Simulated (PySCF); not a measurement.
Re²⁺ (rhenium, charge +2): PBEsol calculation

Configuration: [Xe] 4f14 5d4 6p1, one real determinant (an excited configuration). Computed with PySCF 2.14 in ANO-RCC-VTZP, with scalar relativity by spin-free X2C-1e.

```
Total energy                                                  : -16686.56 hartree
One-electron energy                                           : -22836.61 hartree
Hartree (Coulomb) energy                                      : 6481.11 hartree
Exchange-correlation energy                                   : -331.06 hartree
⟨S²⟩                                                          : 8.7512
⟨L²⟩                                                          : 8.002
Sum of ⟨r⟩                                                    : 40.09 bohr
Sum of ⟨r²⟩                                                   : 48.95 bohr²
Traceless quadrupole moment −½Σ⟨3z² − r²⟩ along its main axis : -3.72 e·bohr²
Langevin diamagnetic susceptibility                           : -38.8 ×10⁻⁶ cm³/mol
```

```csv
shell,electrons,mean orbital energy (hartree),spread (hartree),"rms radius, mean of both spins (bohr)"
1s α,1,-2623.63845,0,0.0204
1s β,1,-2623.63828,0,0.0204
2s α,1,-455.61090,0,0.0824
2s β,1,-455.60303,0,0.0824
2p α,3,-399.29358,0.00201,0.0750
2p β,3,-399.28709,0.00290,0.0750
3s α,1,-106.11447,0,0.211
3s β,1,-106.11169,0,0.211
3p α,3,-89.40829,0.00450,0.212
3p β,3,-89.40516,0.00492,0.212
3d α,5,-69.76815,0.00403,0.194
3d β,5,-69.76269,0.00614,0.194
4s α,1,-22.73154,0,0.469
4s β,1,-22.72378,0,0.469
4p α,3,-17.21731,0.00883,0.499
4p β,3,-17.20974,0.01006,0.499
4d α,5,-10.12378,0.01090,0.539
4d β,5,-10.11471,0.01422,0.539
5s α,1,-3.92322,0,1.10
5s β,1,-3.85098,0,1.10
5p α,3,-2.53788,0.00816,1.27
5p β,3,-2.44478,0.02742,1.27
4f α,7,-2.32956,0.01086,0.648
4f β,7,-2.31237,0.01387,0.648
5d α,4,-0.95731,0.00923,1.85
6p α,1,-0.58719,0,3.41
```

⟨L²⟩ = 8.00 against 12 for a pure F term, so this real determinant mixes terms. Spin-orbit coupling, absent here, splits the open shell strongly.

Densities and radii are taken from the X2C orbitals without a picture-change correction, which distorts them close to the nucleus.
